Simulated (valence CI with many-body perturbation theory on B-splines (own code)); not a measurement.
Values are calculated unless marked as measured or tabulated.
## Sensitivity of CI+MBPT for Ag34+

Method: relativistic CI+MBPT: three valence electrons over a frozen Dirac-Fock core [Ne], a basis of 6 s, 6 p, 5 d, 3 f, 1 g functions for each j, with the one-electron correlation potential Σ1, the two-electron term Σ2, the three-electron term Σ3, Breit, model QED; selected CI, second order for the rest, scaled by the run's own slope (own B-spline code, finite nucleus).

No measured spectrum was set against this ion. As an estimate, large intervals hold to a few tenths of a per cent, small ones and those within an open d or f shell to about a per cent.

The reference run has the lowest level (3s^2 3p1/2) J=1/2 and an ionisation energy of 2152.17 eV. Its largest variational space holds 2878 state functions.

Levels are named by their leading jj configuration (3d3/2^4 stands for four electrons in 3d with j = 3/2), which in mixed levels can hold well under half, so a name can repeat and another be missing. Letters in brackets count levels of one name in rising energy.

Changed runs:
A. scale of Σ1 1 → 0; scale of Σ2 1 → 0; three-electron term on → off
B. highest l in the core sums 6 → 7; box radius (bohr) 2.4082 → 5.82
C. scale of Σ1 1 → 0; scale of Σ2 1 → 0; three-electron term on → off; screening of Σ1 on → off
D. start configuration 3s2 3p1 → 3s2 3p2 (bad on purpose)

Excitation energies of the reference run in cm⁻¹, and shifts in cm⁻¹:

| Level | Reference | A | B | C |
| --- | --- | --- | --- | --- |
| (3s^2 3p3/2) J=3/2 | 347290 | -731 | -1.8 | -731 |
| (3s 3p1/2^2) J=1/2 | 652620 | +776 | +2.7 | +776 |
| (3s 3p1/2 3p3/2) J=3/2 [a] | 897189 | -771 | +1.0 | -771 |
| (3s 3p1/2 3p3/2) J=5/2 | 967728 | -172 | +1.7 | -172 |
| (3s 3p1/2 3p3/2) J=3/2 [b] | 1073400 | +1076 | +5.0 | +1076 |
| (3s 3p1/2 3p3/2) J=1/2 | 1143530 | +4806 | +1.7 | +4806 |
| (3s 3p3/2^2) J=5/2 | 1272360 | -936 | +5.1 | -936 |
| (3s^2 3d3/2) J=3/2 | 1385730 | +5260 | +23 | +5260 |
| (3s 3p3/2^2) J=1/2 | 1493590 | +2637 | +0.1 | +2637 |
| (3s^2 3d5/2) J=5/2 | 1493800 | +5041 | +22 | +5041 |
| (3s 3p3/2^2) J=3/2 | 1534530 | +5118 | +3.1 | +5118 |
| (3p1/2^2 3p3/2) J=3/2 | 1759460 | +3768 | +10 | +3768 |
| Ionisation energy (eV) | 2152.17 | -0.75 | -0.0019 | -0.75 |

Run D: It gave no result: the electrons of core and valence do not add up to the charge. The program said: "core and valence hold 14 electrons, the ion has 13".
